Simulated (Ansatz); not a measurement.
Reaction (substitution at a C–F bond): `F[C@H]1O[Si@H]1[SiH3]` + HBr → `[SiH3][Si@H]1O[C@@H]1Br` + H–F

Isolated molecules relaxed with PBE0-D4/def2-TZVP in Ansatz; ΔE leaves out vibrations. CCSD(T)/CBS adds triple-zeta CCSD(T) − MP2 to the extrapolated MP2 energy (def2 sets, frozen cores). This one scheme is used for every species. Functionals use def2-TZVPP. B3LYP here is the variant with VWN-RPA as its local correlation; programs differ in this. For Br outer-core shells are correlated without core-valence functions, which leaves a few kJ/mol of doubt a bond. Scalar relativity is left out up to krypton.

`F[C@H]1O[Si@H]1[SiH3]`:

```xyz
10

F    -0.080    1.462   -1.880
C     0.435    1.676   -0.638
O    -0.552    1.699    0.364
Si    0.441    0.349    0.621
Si   -0.514   -1.725    0.162
H     1.068    2.563   -0.660
H     1.316    0.461    1.816
H     0.569   -2.743    0.117
H    -1.212   -1.656   -1.144
H    -1.472   -2.086    1.240
```

HBr:

Cartesian coordinates in Å:
```
Br 0.102 -0.171 0.682
H -0.102 0.171 -0.682
```

`[SiH3][Si@H]1O[C@@H]1Br`:

```xyz
10

Si   -0.765   -0.747   -1.586
Si   -0.442    0.354    0.443
O     0.356   -0.541    1.638
C     1.192    0.524    1.219
Br    1.521    1.871    2.568
H    -1.876   -1.726   -1.461
H    -1.110    0.255   -2.628
H     0.493   -1.447   -1.946
H    -1.518    1.240    0.943
H     2.149    0.215    0.811
```

H–F:

Z-matrix (Å, degrees):
```
F
H 1 0.920
```

Is it downhill or uphill in electronic energy at CCSD(T)/CBS, and by how much? (Best estimate.)

The calculation gave: Downhill: ΔE = -0.23 eV.

What do these levels give: B3LYP-D4, ωB97M-V, PBE0, SCS-MP2/def2-TZVPP, CCSD(T)/def2-TZVPP, MP2/CBS(def2)? (Best estimate.)

The calculation gave: B3LYP-D4 -0.10, ωB97M-V -0.07, PBE0 -0.09, SCS-MP2/def2-TZVPP -0.23, CCSD(T)/def2-TZVPP -0.17, MP2/CBS(def2) -0.37 eV.

Largest T1 diagnostic among the species: 0.016.

In def2-TZVPP, CCSD(T) changes the Hartree–Fock value by −0.23 eV (the triples alone add −0.04 eV) and MP2 by −0.37 eV. The D4 term adds −0.07 eV with B3LYP and −0.04 eV with PBE0; it sums over pairs of atoms, weighted by their polarisabilities, and B3LYP, whose exchange is more repulsive, gets the larger term.
